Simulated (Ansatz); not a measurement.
Z-matrix (Å, degrees):
```
C
O 1 1.413
H 1 1.092 2 108.9
H 1 1.092 2 108.9 3 -118.6
H 1 1.093 2 111.5 3 120.7
B 2 1.341 1 122.4 3 -119.7
O 6 1.341 2 121.0 1 179.9
C 7 1.413 6 122.4 2 -180.0
H 8 1.092 7 108.9 6 -120.3
H 8 1.092 7 108.9 6 121.1
H 8 1.093 7 111.5 6 0.4
```

The species carries charge 0 and has multiplicity 2.

(1) List the CAM-B3LYP/def2-TZVPP orbital energies in eV (the Gaussian-basis code of Ansatz). (An estimate is asked.)

## Answers

(1) Ansatz gave: α occupied: -522.95, -522.95, -280.20, -280.20, -186.84, -30.91, -30.32, -21.70, -20.86, -16.73, -15.71, -14.88, -14.76, -14.31, -13.80, -11.56, -11.29, -11.15, -9.76, -6.91. α empty: 1.81, 2.39, 2.53, 2.98, 3.88, 4.04, 4.15, 4.35. β occupied: -522.90, -522.90, -280.19, -280.19, -186.55, -30.77, -30.19, -21.65, -20.83, -16.58, -15.55, -14.73, -14.60, -14.31, -13.74, -11.21, -11.21, -10.96, -9.77. β empty: -0.47, 2.24, 2.40, 2.79, 3.01, 4.07, 4.20, 4.33. ⟨S²⟩ = 0.752.
